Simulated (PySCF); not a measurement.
Job file and geometry (Å, from PBE0-D3(BJ)/def2-SVP) of an NMR shielding run on Be$_{2}$, GIAO HF/pcSseg-2 NMR shielding, non-relativistic, gas phase in PySCF 2.14.0, density-fitted response routines; density fitting, a coarse starting grid and PySCF grid level 2 are the driver's defaults:

```
$ OMP_NUM_THREADS=1 python probes_run.py task.json out

{"job": {"kind": "nmr", "xc": "HF", "basis": "pcSseg-2", "pop": false}, "charge": 0, "multiplicity": 1}
Be     1.289443    -0.009671    -0.001026
Be    -1.283933     0.012201    -0.027274
```

Task: Write the output of this run.

Result: 
```
final grid: 22056 points
cycle   1  E = -29.1273498590  dE =  9.930e-02  |g| = 4.893e-02  |ddm| = 6.315e-01
cycle   2  E = -29.1299983441  dE = -2.648e-03  |g| = 1.927e-02  |ddm| = 1.256e-01
cycle   3  E = -29.1304487435  dE = -4.504e-04  |g| = 7.588e-03  |ddm| = 6.393e-02
cycle   4  E = -29.1305484220  dE = -9.968e-05  |g| = 6.633e-04  |ddm| = 4.446e-02
cycle   5  E = -29.1305491747  dE = -7.526e-07  |g| = 6.975e-05  |ddm| = 5.838e-03
cycle   6  E = -29.1305491783  dE = -3.609e-09  |g| = 6.964e-06  |ddm| = 7.948e-04
cycle   7  E = -29.1305491783  dE = -4.554e-11  |g| = 9.135e-07  |ddm| = 8.420e-05
converged SCF energy = -29.1305491783

GIAO shielding tensors (ppm)
atom      isotropic    diamagn.    paramagn.     s11        s22        s33       span
  0 Be     129.119     147.465     -18.346    118.031    118.031    151.295     33.264
  1 Be     129.119     147.465     -18.346    118.031    118.031    151.295     33.264
```

Size and cost of the density-fitted run: 42 basis functions, 0.11 s wall time on 1 thread of an Arm Neoverse V1, shared host; peak memory 0.23 GiB.
